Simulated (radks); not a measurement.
Q: Neutral rhenium, [Xe] 4f14 5d5 6s2. All-electron calculation, non-relativistic Kohn-Sham, exchange-only LDA, spin-polarised, spherical densities, point nucleus. Program: a radial shooting solver on a logarithmic mesh with Libxc functionals. Every spin shell is full or empty, so the densities are truly spherical. Functionals are evaluated on that one density, not self-consistently. Rank these orbital-free kinetic functionals by their error against the exact value of the orbitals, and give that value: Thomas-Fermi, TF + vW, TF + vW/9, TF + vW/5, LC94, revAPBEK, Perdew 92, Thakkar, Pearson, LKT, PG1, DePristo-Kress, Ernzerhof.

A: Exact: 15772.7 hartree. From best to worst, with 100 (|E| - |E exact|)/|E exact| (equal figures are ties): LC94 -0.02, revAPBEK +0.15, DePristo-Kress -0.23, Ernzerhof -0.51, Perdew 92 -0.72, TF + vW/9 -0.73, Thakkar -0.80, Pearson -0.89, TF + vW/5 +2.49, Thomas-Fermi -4.75, PG1 +12.68, LKT +16.27, TF + vW +31.43.
